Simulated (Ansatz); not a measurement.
Program: Ansatz. Geometries: PBE0-D4/def2-TZVP. ΔE: electronic, gas phase. CCSD(T)/CBS adds triple-zeta CCSD(T) − MP2 to the extrapolated MP2 energy (def2 sets, frozen cores). DFT in def2-TZVPP. For Ge outer-core shells are correlated without core-valence functions, which leaves a few kJ/mol of doubt a bond. Scalar relativity is left out up to krypton. Each species was taken in one conformer, which may not be the lowest.

Reaction (ligand exchange at the Al–C bond): `C/C=[CH]/[AlH2]` + `N[SiH2][GeH3]` → `[AlH2][NH][SiH2][GeH3]` + propene

Task: Is it downhill or uphill in electronic energy at CCSD(T)/CBS, and by how much? (Best estimate.)

Result: Ansatz gave: Downhill: ΔE = -1.03 eV.

Task: What do these levels give: ωB97M-V, PBE0, MP2/def2-SVP, CCSD(T)/def2-SVP, MP2/def2-TZVPP, SCS-MP2/def2-TZVPP? (Estimate.)

Result: The calculation gave: ωB97M-V -1.00, PBE0 -0.95, MP2/def2-SVP -1.08, CCSD(T)/def2-SVP -1.09, MP2/def2-TZVPP -1.04, SCS-MP2/def2-TZVPP -1.05 eV.

Largest T1 diagnostic among the species: 0.012.

Leaving LDA and LC-ωPBE aside and taking each functional with its dispersion term where it has one, the values, not all of them listed here, spread over 0.09 eV, from BHLYP-D4 to revPBE-D4. At CCSD(T), def2-SVP lies −0.06 eV from the extrapolated value and def2-TZVPP −0.01 eV.
